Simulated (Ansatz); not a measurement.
Start from `OBCOB(F)F` and change one atom or group to get `OB(F)F`.

Ansatz, PBE0-D4/def2-TZVP geometries, multiplicity 1. Each molecule was computed in one conformer, which needn't be the lowest.

| property | `OBCOB(F)F` |
| --- | --- |
| LUMO energy (PBE/def2-TZVPP) / eV | -1.22 |
| HOMO energy (PBE0/def2-TZVPP) / eV | -9.04 |
| LUMO energy (PBE0/def2-TZVPP) / eV | -0.20 |
| HOMO–LUMO gap (PBE/def2-TZVPP) / eV | 6.30 |
| size of the dipole moment (PBE/def2-TZVPP) / D | 0.80 |
| ideal-gas entropy at 298 K and 1 bar (rigid rotor, harmonic PBE0-D4/def2-TZVP) / J/(mol·K) | 373 |

(1) Give the same properties after the change, and the shifts. (Estimate.)

## Answers

(1) The calculation gave: 
```csv
property,`OB(F)F`,shift
LUMO energy (PBE/def2-TZVPP) / eV,-0.49,0.73
HOMO energy (PBE0/def2-TZVPP) / eV,-10.74,-1.70
LUMO energy (PBE0/def2-TZVPP) / eV,0.34,0.54
HOMO–LUMO gap (PBE/def2-TZVPP) / eV,8.41,2.11
size of the dipole moment (PBE/def2-TZVPP) / D,1.93,1.13
"ideal-gas entropy at 298 K and 1 bar (rigid rotor, harmonic PBE0-D4/def2-TZVP) / J/(mol·K)",272,-101
```

With PBE0 the HOMO falls by 1.70 eV and the LUMO rises by 0.54 eV, so the gap widens by about 2.24 eV. PBE moves the HOMO by -1.39 eV and ωB97M-V by -1.81 eV. The zero-point energy changes by -121.6 kJ/mol with -18 modes. Dipoles are sizes alone; their direction can turn. Modes under 60 cm⁻¹, often nearly free rotors, make the harmonic entropy too high.

Positive LUMOs are unbound, so they and the gaps depend on the basis.
